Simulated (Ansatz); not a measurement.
```yaml
crystal:
  periodic: [false, false, false]
  atoms:
    - {symbol: F, position_ang: [1.542099, 1.412735, 0.751711]}
    - {symbol: C, position_ang: [1.129806, 0.657315, -0.256533]}
    - {symbol: F, position_ang: [1.547897, 0.860110, -1.292933]}
    - {symbol: C, position_ang: [-0.667411, 0.751515, -0.441085]}
    - {symbol: F, position_ang: [-0.832066, 1.300750, -1.129359]}
    - {symbol: F, position_ang: [-0.886905, 1.948996, 0.864105]}
    - {symbol: C, position_ang: [-0.892200, -0.335694, 0.125113]}
    - {symbol: F, position_ang: [-1.929868, -1.045898, -0.036427]}
    - {symbol: F, position_ang: [-1.121228, -0.737101, 1.625114]}
    - {symbol: C, position_ang: [0.664448, -1.115252, -0.122842]}
    - {symbol: F, position_ang: [0.602253, -1.105728, -1.470826]}
    - {symbol: F, position_ang: [1.221774, -1.819692, 0.767037]}
basis:
  gaussian: {orbitals: STO-3G, final_grid: {core_spheres: 8, valence_spheres: 7, degree: 23}}
magnetization: {spin_polarized: true, initial_magnetization: 0}
hamiltonian: {xc: {name: B3LYP-D3}}
output: {forces: true}
```

```sh
$ ansatz run in.yaml --threads 4 --pin off --events-out ev --progress --plain --max-ram 66560MiB --backend cpu
```

Output, abridged:

```
Error: YAML parse error: error: line 19 column 19: hamiltonian.xc: no functional is named "B3LYP-D3"; the names, which are not case-sensitive, are SVWN5, SPW92, PBE, PBE0, PBEsol, revPBE, revPBE0, RPBE, rPW86-PBE, HSE06, wPBEh, LC-wPBE, HISS, HF, BLYP, B3LYP, B3LYP5, BHLYP, CAM-B3LYP, r2SCAN, r2SCANh, r2SCAN0, r2SCAN50, m-r2SCAN, B97, wB97, wB97X, wB97X-V, B97M-V, wB97M-V, B2PLYP, B2GP-PLYP, PBE0-DH, PBE-QIDH
  --> <input>:19:19
   |
17 |   gaussian: {orbitals: STO-3G, final_grid: {core_spheres: 8, valence_spheres: 7, de…
18 | magnetization: {spin_polarized: true, initial_magnetization: 0}
19 | hamiltonian: {xc: {name: B3LYP-D3}}
   |                   ^ hamiltonian.xc: no functional is named "B3LYP-D3"; the names, which are not case-sensitive, are SVWN5, SPW92, PBE, PBE0, PBEsol, revPBE, revPBE0, RPBE, rPW86-PBE, HSE06, wPBEh, LC-wPBE, HISS, HF, BLYP, B3LYP, B3LYP5, BHLYP, CAM-B3LYP, r2SCAN, r2SCANh, r2SCAN0, r2SCAN50, m-r2SCAN, B97, wB97, wB97X, wB97X-V, B97M-V, wB97M-V, B2PLYP, B2GP-PLYP, PBE0-DH, PBE-QIDH
20 | output: {forces: true}
   |
```

Task: What is wrong with this run?

Result: The method's name isn't one that the program takes here. The input was rejected before any iteration.

HSE06 is defined as in plane-wave codes.
